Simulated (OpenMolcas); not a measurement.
## B III: CASPT2 settings compared

- Program: OpenMolcas
- Basis: ANO-R3 [4s4p2d1f]
- Scalar Hamiltonian: X2C, finite nucleus
- Active space: 1 electron in 8 orbitals (2s 2p 3s 3p)
- State averaging: 2S+1 = 2 even, 1 root; 2S+1 = 2 odd, 3 roots
- Spin-orbit coupling: state interaction with AMFI integrals over the reference wave functions, term energies averaged over their components

Methods on the same reference wave functions:
A. CASSCF
B. SS-CASPT2, IPEA 0.6 Eh, no level shift (closed shells correlated: 1s)
C. SS-CASPT2, IPEA 0.6 Eh, sigma2 regulariser 0.25 Eh (closed shells correlated: 1s)
D. SS-CASPT2, IPEA 0 Eh, sigma2 regulariser 0.05 Eh (closed shells correlated: 1s)

Energies in cm⁻¹ above 2s ²S_1/2, the measured ground level; measured values from Moore, Atomic Energy Levels, vol. I, NSRDS-NBS 35 (1971 reprint of NBS Circular 467, 1949).

```
     Level      A      B      C      D  Measured
 2s ²S_1/2    0.0    0.0    0.0    0.0       0.0
2p ²P°_1/2  48971  48737  48737  48735     48358
2p ²P°_3/2  49001  48766  48766  48764     48393
```

Deviations, from unrounded energies. A percentage is the sum of absolute deviations over the sum of measured energies, with the sign that they share, or ± where signs differ.

```json
{"Against measurement": "mean absolute deviation (cm-1)", "Levels": "2", "A": "610", "B": "380", "C": "380", "D": "370"}
{"Against measurement": "other configurations (%)", "Levels": "2", "A": "+1.3", "B": "+0.8", "C": "+0.8", "D": "+0.8"}
```

B, C, D lie about equally close to measurement and A furthest from it. The largest miss of D in the table is 2p ²P°_1/2, by +380 cm-1. The ranking rests on the paired levels alone, and a cruder setting can come out closer through cancelling errors.

Among B to D no level of the table moves by more than 5 cm-1.

The lowest spin-free term lies below A's lowest term by 0.007 hartree in B, 0.007 hartree in C, 0.007 hartree in D.

With one active electron outside closed inactive shells, the extra shells (3p 3s) add no correlation to the reference. With one active electron the reference holds no correlation, so core polarisation is missing (holds for A). With one active electron, CASPT2 adds the correlation within the correlated inactive shells and between them and that electron, and leaves the splitting within a term as the reference gives it (holds for B; C; D). Measured partners are found by configuration, term and J. A level has none where our copy of the source lacks it or the pairing is in doubt (some pairs that miss far off the trend of their configuration count as doubtful), and it then counts in no deviation. Only configurations of the active space appear.

° marks odd parity.
